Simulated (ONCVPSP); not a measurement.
# Transferability test, ONCV potential for sulfur

* Element: S
* Generator: ONCVPSP 4.0.1
* Type: optimised norm-conserving Vanderbilt (ONCV)
* Functional: PBE
* Relativity: scalar-relativistic
* Frozen core: [Ne]
* Valence charge: 6
* Reference configuration: 3s2 3p4
* Partial waves: 3s: rc 1.30 bohr, ncon 3, nbas 6, qcut 4.1 1/bohr, 2 projectors, debl 2.5 Ha; 3p: rc 1.60 bohr, ncon 4, nbas 8, qcut 5 1/bohr, 2 projectors, debl 1.6 Ha; d scattering state at 0.12 Ha: rc 1.55 bohr, ncon 4, nbas 8, qcut 6.3 1/bohr, 2 projectors, debl 2.8 Ha
* Local potential: polynomial inside 1.05 bohr (lpopt 3, dvloc0 4 Ha)
* Core correction: Teter function, fcfact 5, rcfact 1.7

Energies are relative to the spin-unpolarised reference configuration 3s2 3p4; without spin polarisation the order of configurations can differ from experiment.

(1) Give the all-electron excitation energy and the error of the potential for: 3s2 3p3; 3s2 3p2; 3s2 3p1; 3s2 3p3.5.

Levels in the configuration 3s2 3p3:

| level | all-electron (eV) | pseudo (eV) |
| --- | --- | --- |
| 3s | -27.630 | -27.632 |
| 3p | -16.796 | -16.795 |

Results:

(1)

| valence configuration | charge | ΔE all-electron (eV) | error AE − PS (meV) |
| --- | --- | --- | --- |
| 3s2 3p3 | +1 | 11.769 | -0.1 |
| 3s2 3p2 | +2 | 34.052 | -4.5 |
| 3s2 3p1 | +3 | 68.094 | -40 |
| 3s2 3p3.5 | +0.5 | 4.660 | -0.1 |
